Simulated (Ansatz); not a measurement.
Compare A (`CC[Te]`•) with its isomer B (`[CH2][Te]C`•).

Calculated with Ansatz (gas phase, PBE0-D4/def2-TZVP geometries, no zero-point term in ΔE). CCSD(T)/CBS is the MP2 limit (def2-TZVPP, def2-QZVPP) plus CCSD(T) − MP2 in def2-TZVPP, frozen cores. Functionals use def2-TZVPP. B3LYP here is the variant with VWN-RPA as its local correlation; programs differ in this. No spin–orbit coupling; open shells (•) take unrestricted orbitals. def2 core potentials past Kr. For Te outer-core shells are correlated without core-valence functions, which leaves a few kJ/mol of doubt a bond.

A:

```xyz
8

C    -0.225    0.581   -0.555
C     0.139   -0.614    0.300
Te    0.794   -0.136    2.289
H    -0.547    0.256   -1.550
H     0.625    1.255   -0.679
H    -1.038    1.156   -0.109
H     0.954   -1.200   -0.132
H    -0.701   -1.298    0.436
```

B:

Z-matrix (Å, degrees):
```
C
Te 1 2.133
H 1 1.088 2 109.3
H 1 1.088 2 109.2 3 -121.5
H 1 1.089 2 107.6 3 119.2
C 2 2.028 1 95.8 3 60.8
H 6 1.080 2 119.3 1 179.8
H 6 1.081 2 120.5 1 -0.4
```

Task: Which isomer does CCSD(T)/CBS put lower? Give the gap. (Estimate.)

Result: The calculation gave: A, by 26.5 kcal/mol.

Task: Give E(B) − E(A) in kcal/mol with CCSD/def2-TZVPP, CCSD(T)/def2-SVP, PBE-D4, HF/def2-TZVPP, LDA (SPW92), B3LYP-D4, r2SCAN-D4. (Estimate.)

Result: Ansatz gave: CCSD/def2-TZVPP 29.5, CCSD(T)/def2-SVP 36.7, PBE-D4 25.5, HF/def2-TZVPP 31.1, LDA (SPW92) 26.7, B3LYP-D4 27.1, r2SCAN-D4 25.2. None reverses the order clearly.

Task: Does the order hold for the free energy at 298.15 K (harmonic terms from PBE0-D4)? (Best estimate.)

Result: Computed: Yes: G(B) − G(A) = +21.4 kcal/mol. Modes under 60 cm⁻¹, often nearly free rotors, make the harmonic entropy too high.

Largest T1 diagnostic: 0.019.

Leaving LDA and LC-ωPBE aside and taking each functional with its dispersion term where it has one, the values, not all of them listed here, spread over 5.6 kcal/mol, from BLYP-D4 to ωB97M-V. LDA lies +1.1 kcal/mol from PBE without D4. From r2SCAN to r2SCAN0 (25 % exact exchange), in def2-TZVPP and without D4, E(B) − E(A) moves by +2.0 kcal/mol.
